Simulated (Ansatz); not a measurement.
One change: `C[S][AlH][F]` becomes `C[S][AlH][CH2]F`.

Ansatz, PBE0-D4/def2-TZVP geometries, multiplicity 1. Each molecule was computed in one conformer, which needn't be the lowest.

```csv
property,`C[S][AlH][F]`
HOMO–LUMO gap (PBE/def2-TZVPP) / eV,4.63
size of the dipole moment (B3LYP/def2-TZVPP) / D,2.61
LUMO energy (ωB97M-V/def2-TZVPP) / eV,0.74
HOMO–LUMO gap (B3LYP/def2-TZVPP) / eV,6.10
LUMO energy (B3LYP/def2-TZVPP) / eV,-1.07
HOMO energy (PBE0/def2-TZVPP) / eV,-7.41
```

Question: Give the same properties after the change, and the shifts. (Best estimate.)

Answer: Computed: 
| property | `C[S][AlH][CH2]F` | shift |
| --- | --- | --- |
| HOMO–LUMO gap (PBE/def2-TZVPP) / eV | 4.30 | -0.33 |
| size of the dipole moment (B3LYP/def2-TZVPP) / D | 0.94 | -1.67 |
| LUMO energy (ωB97M-V/def2-TZVPP) / eV | 0.57 | -0.17 |
| HOMO–LUMO gap (B3LYP/def2-TZVPP) / eV | 5.75 | -0.35 |
| LUMO energy (B3LYP/def2-TZVPP) / eV | -1.24 | -0.17 |
| HOMO energy (PBE0/def2-TZVPP) / eV | -7.22 | 0.19 |

With PBE0 the HOMO rises by 0.19 eV and the LUMO falls by 0.18 eV, so the gap narrows by about 0.37 eV. PBE moves the HOMO by 0.17 eV and ωB97M-V by 0.19 eV. Dipoles are sizes alone; their direction can turn.

B3LYP here is the variant with VWN-RPA as its local correlation; programs differ in this.
